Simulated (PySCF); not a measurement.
# F (fluorine, neutral) across methods

[He] 2s1 2p5 3s1, high-spin 4P determinant (an excited configuration). Calculation: PySCF 2.14, in aug-cc-pCVTZ-DK with one added diffuse shell each of s, p, d, f type (8s7p5d3f, 75 functions); scalar relativity by spin-free X2C-1e.

| method | E (hartree) | mean ε 2p α (eV) | mean ε 2p β (eV) | mean ε 3s α (eV) | Σ⟨r²⟩ (bohr²) | ⟨S²⟩ |
| --- | --- | --- | --- | --- | --- | --- |
| TPSSh | -98.6633 | -24.559 | -20.188 | -2.959 | 30.91 | 3.753 |
| r2SCAN | -98.6210 | -24.166 | -19.658 | -2.896 | 30.62 | 3.754 |
| PBE0 | -98.5789 | -26.053 | -21.236 | -3.331 | 30.59 | 3.753 |
| PBE | -98.5975 | -23.085 | -19.237 | -2.810 | 30.31 | 3.752 |
| UHF | -98.28310 | -34.373 | -25.898 | -4.551 | 32.04 | 3.758 |
| B3LYP | -98.6755 | -25.468 | -21.050 | -3.201 | 30.20 | 3.753 |
| wB97X-V | -98.6248 | -28.462 | -24.113 | -4.633 | 31.14 | 3.753 |
| LDA | -98.0328 | -23.185 | -19.281 | -2.867 | 30.14 | 3.752 |
| HSE06 | -98.5901 | -25.615 | -20.843 | -2.981 | 30.58 | 3.753 |

The outer electron is Rydberg-like, and this basis confines it to a smaller radius and binds it less than a complete one would.
